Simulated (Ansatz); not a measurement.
Basis sets compared for NbTe2⁺ (the lowest singlet isomer of a short search). Total charge 1; singlet. Geometry r2SCAN-D4/def2-TZVP. Ansatz on 4 threads of Arm Neoverse V2 on a shared host; times are rough, and most runs start from earlier orbitals.

Cartesian coordinates in Å:
```
Nb 0.749 0.627 0.137
Te 0.867 -1.827 0.076
Te -1.616 1.200 -0.213
```

In the def2 sets Nb, Te take a core potential; there is no spin–orbit coupling. This restricted singlet of an open-shell metal (gap down to 0.24 eV) wasn't tested against broken symmetry. The order of the spin states hangs on the level: the triplet lies 0.14 eV below the singlet at PBE0-D4/def2-TZVP, but 0.02 eV above it at PBE-D4/def2-TZVP. The structure comes from a short search, and lower isomers may exist.

```
           level  functions  energy (Eh)  HOMO (eV)  LUMO (eV)  wall time
 PBE-D4/def2-SVP         83    -592.7833     -10.05      -9.80     0.85 s
PBE0-D4/def2-SVP         83    -592.7608     -10.91      -8.81      1.4 s
```

Question: Estimate the rows for PBE-D4/def2-TZVP, PBE0-D4/def2-TZVP.

Answer: 
```
            level  functions  energy (Eh)  HOMO (eV)  LUMO (eV)  wall time
 PBE-D4/def2-TZVP        140    -592.8194     -10.02      -9.75      1.4 s
PBE0-D4/def2-TZVP        140    -592.7964     -10.88      -8.74      1.9 s
```
